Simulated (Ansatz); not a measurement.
Geometry optimisation, Ansatz, RHF/def2-SVP.

The input (input.yaml):

```yaml
crystal:
  periodic: [false, false, false]
  atoms:
    - { symbol: Ti, position_ang: [0.378051, 0.354022, -0.525679] }
    - { symbol: "N", position_ang: [-0.309269, 0.292016, 2.646233] }
    - { symbol: H, position_ang: [-0.984443, 0.847494, 3.142301] }
    - { symbol: H, position_ang: [-0.09909, -0.515861, 3.206771] }
    - { symbol: F, position_ang: [1.154517, 0.588304, -2.024428] }
    - { symbol: Cl, position_ang: [-1.518267, 1.420594, -0.692902] }
    - { symbol: Cl, position_ang: [0.150494, -1.809084, -0.341033] }
    - { symbol: F, position_ang: [1.497773, 1.076082, 0.654706] }
    - { symbol: H, position_ang: [0.554234, 0.84153, 2.55043] }
basis:
  gaussian: { orbitals: def2-SVP }
hamiltonian:
  xc: hf
relax:
  f_tol: 0.03
  max_steps: 50
```

Command:

```bash
$ ansatz run input.yaml --threads 4 --pin off --max-ram 5120MiB --backend cpu --events-out ev --progress --plain --runs-dir out
```

**Question.** Where does it end, and by what steps?

**Answer.** The run converged. The force dipped under the threshold on the way, but the program's further checks kept it going. After 15 steps the energy has fallen by 0.751 eV; H3 moved furthest, 1.13 Å. Joined: Ti1–N2 (3.25 → 2.30 Å).

```tsv
step	energy less start (eV)	largest force component (eV/Å)	accepted
0	0.0000	1.411	yes
1	-0.1873	1.217	yes
2	-0.3944	0.952	yes
3	-0.6254	1.068	yes
4	-0.6562	1.535	yes
5	-0.7061	0.508	yes
6	-0.7158	0.156	yes
7	-0.7248	0.101	yes
8	-0.7358	0.154	yes
9	-0.7010	1.143	no
10	-0.7432	0.045	yes
11	-0.7438	0.368	yes
12	-0.7506	0.021	yes
13	-0.7511	0.035	yes
14	-0.7508	0.102	no
15	-0.7515	0.012	yes
```

```xyz
9
Properties=species:S:1:pos:R:3
Ti 0.373 0.378 -0.049
N -0.152 0.335 2.192
H -1.104 0.048 2.350
H 0.448 -0.306 2.687
F 0.804 0.424 -1.714
Cl -1.312 1.850 -0.137
Cl -0.075 -1.811 0.082
F 1.878 0.928 0.603
H -0.035 1.249 2.602
```

Whether the end is a true minimum wasn't checked by a vibrational analysis.

Run time: 26 s on 4 threads of Arm Neoverse V2 (shared host), peak memory 0.33 GiB.
